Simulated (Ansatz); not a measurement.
Abridged output of a molecular run in Ansatz:

```
Functional definition: HF
1674 factors; integrals over basis functions are off by at most 1.1e-3 eV
mean field evaluation 1: about -57637.9115 eV, gradient 5.6e1 eV
mean field evaluation 2: about -57638.1815 eV, gradient 5.6e1 eV
mean field evaluation 4: about -57644.8883 eV, gradient 9.1e0 eV
mean field evaluation 8: about -57645.1602 eV, gradient 1.2e0 eV
mean field evaluation 16: about -57645.1726 eV, gradient 2.0e-6 eV
mean field -57645.17262732 eV, -2118.4210207526 hartree, gradient 2.2e-6 eV, S^2 0.000000; 0 other end points of the search recorded, 0 dependent functions left out
21 core orbitals not correlated: weight in the atoms' cores, before any rotation towards them, 1.000 or more for the frozen orbitals, at most 0.000 for the correlated occupied ones
reference -57645.17262732 eV, -2118.4210207526 hartree; 20, 20 occupied and 236, 236 virtual orbitals, 1674 factors
second order -33.50817730 eV of doubles, -0.00000000 eV of singles
cycle   1  -32.52286396 eV  change    9.9e-1 eV  update   3.1e-1
cycle   2  -33.99263725 eV  change    -1.5e0 eV  update   2.6e-1
cycle   3  -34.37850243 eV  change   -3.9e-1 eV  update   7.0e-2
cycle   4  -34.39776897 eV  change   -1.9e-2 eV  update   2.9e-2
cycle   5  -34.37591485 eV  change    2.2e-2 eV  update   1.4e-2
cycle   6  -34.36742431 eV  change    8.5e-3 eV  update   6.3e-3
cycle   7  -34.36850037 eV  change   -1.1e-3 eV  update   3.6e-3
cycle   8  -34.36868784 eV  change   -1.9e-4 eV  update   1.9e-3
cycle   9  -34.36934333 eV  change   -6.6e-4 eV  update   8.5e-4
cycle  10  -34.37052676 eV  change   -1.2e-3 eV  update   3.9e-4
cycle  11  -34.37014268 eV  change    3.8e-4 eV  update   2.2e-4
cycle  12  -34.36975728 eV  change    3.9e-4 eV  update   1.2e-4
cycle  13  -34.36991900 eV  change   -1.6e-4 eV  update   6.6e-5
cycle  14  -34.36977544 eV  change    1.4e-4 eV  update   4.1e-5
cycle  15  -34.36978228 eV  change   -6.8e-6 eV  update   1.7e-5
perturbative correction -2.09791578 eV, -0.0770969830 hartree
Total energy: -57681.64032538 eV, -2119.7611839377 hartree
```

Its atoms:

Cartesian coordinates in Å:
```
O 0.287 2.042 -0.088
Ti 0.012 0.323 0.146
S -2.011 -0.200 -0.786
S 0.171 -0.123 2.375
S 1.622 -1.004 -0.793
H 0.900 2.673 -0.467
H -1.813 -1.512 -0.547
H -0.276 -1.380 2.186
H 1.107 -0.820 -2.026
```

**Question.** Which basis set was used?
A. def2-SVP
B. def2-QZVPP
C. def2-TZVPPD
D. def2-TZVPP

**Answer.** D. It gives 277 functions.

**Question.** Write the keys of the input that set method, charge and spin (a neutral closed shell needs none for the last two).

**Answer.** 
```yaml
correlation: {method: ccsd_t}
```
